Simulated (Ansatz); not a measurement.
Reaction (redistribution): `C#[C][Al]([F])[Cl]` + `O=C=[N][SnH2][F]` → `O=C=[N][Al]([F])[Cl]` + `C#[C][SnH2][F]`

Computed with Ansatz on PBE0-D4/def2-TZVP structures; ΔE is electronic, products minus reactants. CBS: MP2 limit from def2 TZ/QZ plus the TZ coupled-cluster correction, frozen cores. Functionals use def2-TZVPP. Elements past krypton have def2 core potentials. For Sn outer-core shells are correlated without core-valence functions, which leaves a few kJ/mol of doubt a bond. One conformer a species, not always the lowest.

```csv
level,ΔE (kJ/mol)
BLYP-D4,-38.8
MP2/def2-SVP,-47.4
```

Q: What does CCSD(T)/CBS give? (Estimate.)

A: Ansatz gave: -41.5 kJ/mol. The listed levels differ from it by 2.7, -5.9 kJ/mol.

Largest T1 diagnostic among the species: 0.016.

From PBE to PBE0 (25 % exact exchange), in def2-TZVPP and without D4, ΔE moves by −3.9 kJ/mol. Leaving LDA and LC-ωPBE aside and taking each functional with its dispersion term where it has one, the values, not all of them listed here, spread over 8.2 kJ/mol, from BHLYP-D4 to revPBE-D4. LDA lies −5.2 kJ/mol from PBE without D4.
